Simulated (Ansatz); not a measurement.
Species: sum formula SiN$_{3}$H$_{5}$Cl, charge 0, multiplicity 2. It need not be the lowest isomer of its formula. 
Geometry from a B3LYP-D3(BJ)/def2-TZVP (Ansatz, an electronic-structure program) optimisation:
SMILES: [NH][Si](N)(N)Cl
```xyz
10

Si    -0.0870     0.2299    -0.2798
Cl     0.5025    -1.0837     1.2286
N      1.0870    -0.0587    -1.5364
N     -0.0612     1.7619     0.4522
N     -1.6425     0.0106    -0.9263
H      0.9969    -0.9662    -1.9991
H     -0.2603     2.5866    -0.0922
H      0.5801     1.9529     1.2046
H     -1.8701    -0.7408    -1.5559
H     -2.4539     0.3753    -0.4531
```
Charge 0, spin multiplicity 2.

Computed values are from Ansatz. Cores are frozen in the correlated levels unless marked. Open shells are spin-unrestricted. No spin-orbit coupling. No relativistic terms. Basis-set limits of correlation are two-point, X^-3; Hartree-Fock from the larger set.

Q: What is the dipole moment at CCSD(T)/aug-cc-pV(D+d)Z?

A: 2.24 D.

Q: What is the total energy at CCSD(T)/CBS(cc-pV(T+d)Z,cc-pV(Q+d)Z)?

A: -916.0430 Eh.

Q: What is the atomisation energy De at CCSD(T)/CBS(cc-pV(T+d)Z,cc-pV(Q+d)Z)?

A: 819.9 kcal/mol.

Q: What is the T1 diagnostic at CCSD/cc-pV(Q+d)Z?

A: 0.011.
